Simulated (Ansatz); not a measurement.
```xyz
5

F     0.223    0.039   -1.634
Si    0.028   -0.124   -0.068
S    -1.899    0.419    0.567
Cl    1.271    1.183    0.876
H     0.377   -1.517    0.260
```

Total charge 0; spin multiplicity 2.

Question: List the PBE/def2-TZVPP orbital energies in eV (the Gaussian-basis code of Ansatz). (An estimate is asked.)

Answer: Ansatz gave: α occupied: -2739.69, -2396.89, -1782.04, -660.41, -250.27, -209.77, -190.96, -190.81, -190.79, -156.10, -155.79, -155.64, -139.55, -96.34, -96.30, -96.23, -30.16, -21.34, -18.40, -13.80, -11.63, -11.40, -11.07, -9.74, -9.34, -8.76, -8.24, -7.89, -7.07. α empty: -0.58, -0.47, -0.25, 1.03, 2.47, 3.06, 3.46, 3.69. β occupied: -2739.68, -2396.76, -1782.05, -660.41, -250.26, -209.65, -190.94, -190.79, -190.78, -155.76, -155.72, -155.57, -139.55, -96.34, -96.31, -96.24, -30.16, -21.27, -17.61, -13.71, -11.59, -11.37, -11.00, -9.62, -9.17, -8.66, -8.07, -6.76. β empty: -6.27, -0.47, -0.33, -0.09, 1.18, 2.60, 3.22, 3.51. ⟨S²⟩ = 0.754.
